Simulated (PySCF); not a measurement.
# Stretching one bond of B2H3

These are calculations, not measurements. The program is PySCF 2.14.0, an open-source quantum chemistry code, run on an isolated molecule that a program drew, which may never have been made. The molecule is B2H3 (charge 0, doublet), drawn as the SMILES string `[BH]B`.

The structure below is the HF double-zeta minimum with every atom moved a little at random, so it isn't optimised. Bond B1-B2 is then set to each length in the table by shifting atoms 2, 4, 5 along it, with nothing else relaxed.
```xyz
5
B2H3, angstrom
B    -0.0701   -0.6384    0.5901
B    -0.3745    0.3755    1.8428
H     0.1093   -1.4497   -0.2569
H    -1.4505    0.4492    2.3405
H     0.6384    1.0054    2.2203
```

E is the energy above the same method's energy at the HF double-zeta minimum. IE is the energy to remove one electron at fixed geometry, to the singlet state of charge +1, as a difference of total energies. The basis family is cc-pVnZ, with UHF for radicals and no spin-orbit coupling. Best is HF at quadruple zeta, plus MP2 correlation extrapolated from triple and quadruple zeta, plus CCSD(T) minus MP2 at triple zeta, with a frozen core. The other columns are at triple zeta.

```
bond (Å),E HF (kcal/mol),E B3LYP (kcal/mol),E CCSD(T) (kcal/mol),E best (kcal/mol),IE HF (eV),IE B3LYP (eV),IE CCSD(T) (eV),IE best (eV),T1
1.5721,1.71,1.13,1.23,1.13,8.049,8.953,8.740,8.786,0.019
1.6401,2.34,2.67,2.24,2.38,7.860,8.783,8.561,8.607,0.020
1.6821,3.82,4.60,3.91,4.17,7.751,8.685,8.456,8.503,0.020
1.6931,4.32,5.21,4.45,4.75,7.723,8.660,8.430,8.477,0.020
1.7521,?,?,?,?,?,?,?,?,?
2.0741,36.51,38.58,36.83,37.85,6.921,7.933,7.667,7.715,0.033
```

T1 is the CCSD diagnostic of the starting molecule.

**Estimate the best E and IE at 1.7521 Å from the other rows.**

A least-squares cubic in the inverse of the bond length through the other values of E best gives 8.44 kcal/mol there. A least-squares quadratic in the bond length through IE best gives 8.337 eV. The calculation gives 8.44 kcal/mol and 8.340 eV, so the fits miss by 0.00 kcal/mol and 0.003 eV. The same recipe one zeta lower moves these two values by 0.25 kcal/mol and 0.02 eV, a gauge of their own error. The rest of the row: E is 7.67 (HF), 9.04 (B3LYP), 7.99 (CCSD(T)); IE is 7.578 (HF), 8.531 (B3LYP), 8.293 (CCSD(T)); T1 is 0.022.
